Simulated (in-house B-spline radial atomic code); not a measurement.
Whole-atom quantities along the 4-electron series, configuration [He] 2s2. Computed with a B-spline radial code for spherical atoms: non-relativistic Hartree-Fock, average of the configuration, point nuclei.

This level leaves out relativity, spin-orbit splitting included, which matters for heavy ions.

| ion | Z | E/Z² (Eh) | Σ<r²> (bohr²) | n(0)/Z³ (bohr⁻³) | Lamb diamagnetic shielding (ppm) | repulsion over attraction |
| --- | --- | --- | --- | --- | --- | --- |
| Cr20+ | 24 | -1.186 | 0.17729 | 0.68509 | 1037.14 | 0.025726 |
| Mn21+ | 25 | -1.1885 | 0.16253 | 0.68631 | 1081.51 | 0.024715 |
| Fe22+ | 26 | -1.1908 | 0.14953 | 0.68743 | 1125.89 | 0.023781 |
| Co23+ | 27 | -1.1929 | 0.13804 | 0.68847 | 1170.27 | 0.022915 |
| Ni24+ | 28 | ? | ? | ? | ? | ? |
| Cu25+ | 29 | -1.1968 | 0.1187 | 0.69034 | 1259.02 | 0.021359 |
| Zn26+ | 30 | -1.1985 | 0.11052 | 0.69119 | 1303.39 | 0.020657 |
| Ga27+ | 31 | -1.2002 | 0.10316 | 0.69198 | 1347.77 | 0.02 |
| Ge28+ | 32 | -1.2017 | 0.096507 | 0.69272 | 1392.15 | 0.019384 |
| As29+ | 33 | -1.2031 | 0.09048 | 0.69342 | 1436.52 | 0.018804 |
| Se30+ | 34 | -1.2045 | 0.085001 | 0.69408 | 1480.9 | 0.018258 |
| Br31+ | 35 | -1.2058 | 0.080005 | 0.6947 | 1525.28 | 0.017743 |
| Kr32+ | 36 | -1.207 | 0.075437 | 0.69529 | 1569.65 | 0.017256 |
| Rb33+ | 37 | -1.2081 | 0.07125 | 0.69584 | 1614.03 | 0.016795 |
| Sr34+ | 38 | -1.2092 | 0.067402 | 0.69637 | 1658.41 | 0.016358 |
| Zr36+ | 40 | ? | ? | ? | ? | ? |
| Nb37+ | 41 | -1.2122 | 0.057558 | 0.6978 | 1791.53 | 0.015174 |
| Mo38+ | 42 | -1.2131 | 0.054753 | 0.69823 | 1835.91 | 0.014816 |
| Tc39+ | 43 | -1.2139 | 0.052148 | 0.69865 | 1880.29 | 0.014475 |
| Ru40+ | 44 | -1.2147 | 0.049724 | 0.69904 | 1924.66 | 0.014149 |
| Rh41+ | 45 | -1.2155 | 0.047466 | 0.69942 | 1969.04 | 0.013838 |
| Pd42+ | 46 | -1.2162 | 0.045358 | 0.69978 | 2013.41 | 0.01354 |
| Ag43+ | 47 | ? | ? | ? | ? | ? |
| Cd44+ | 48 | -1.2176 | 0.041543 | 0.70045 | 2102.17 | 0.01298 |
| In45+ | 49 | -1.2183 | 0.039813 | 0.70077 | 2146.54 | 0.012718 |
| Sn46+ | 50 | -1.2189 | 0.038189 | 0.70107 | 2190.92 | 0.012466 |

Q: Fill in the row of Ni24+.

A: E/Z² (Eh): -1.1949; Σ<r²> (bohr²): 0.12782; n(0)/Z³ (bohr⁻³): 0.68944; Lamb diamagnetic shielding (ppm): 1214.64; repulsion over attraction: 0.022109.

Q: Fill in the row of Zr36+.

A: E/Z² (Eh): -1.2112; Σ<r²> (bohr²): 0.060585; n(0)/Z³ (bohr⁻³): 0.69735; Lamb diamagnetic shielding (ppm): 1747.16; repulsion over attraction: 0.015549.

Q: Fill in the row of Ag43+.

A: E/Z² (Eh): -1.2169; Σ<r²> (bohr²): 0.043387; n(0)/Z³ (bohr⁻³): 0.70012; Lamb diamagnetic shielding (ppm): 2057.79; repulsion over attraction: 0.013254.

Q: With what power of Z does the column «Σ<r²> (bohr²)» change over this range?

A: A fit of the logarithm of its size against log Z from Z = 24 to 50 has slope -2.09. Unscreened non-relativistic hydrogenic orbitals would give -2.
